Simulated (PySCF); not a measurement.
Electron correlation in Al⁺ (aluminium, charge +1)

[Ne] 3d2, high-spin 3F determinant (an excited configuration). Computed with PySCF 2.14 in aug-cc-pV(T+d)Z with one added diffuse shell each of s, p, d, f type (7s6p5d3f, 71 functions), with the non-relativistic Hamiltonian (point nucleus). Frozen: [Ne]; 2 electrons correlated.

With two correlated electrons CCSD is exact within the correlated space (frozen core and kept virtual orbitals).

```
level  correlation energy (mhartree)
 CCSD                         -21.42
```

Diagnostics: T1 = 0.030, D1 = 0.0422, largest double amplitude 0.398.

Question: Is a single reference adequate?

Answer: Not fully. The outer electron is Rydberg-like, and this basis confines it to a smaller radius and binds it less than a complete one would. A double-excitation amplitude exceeds 0.15, a sign of near-degeneracy.
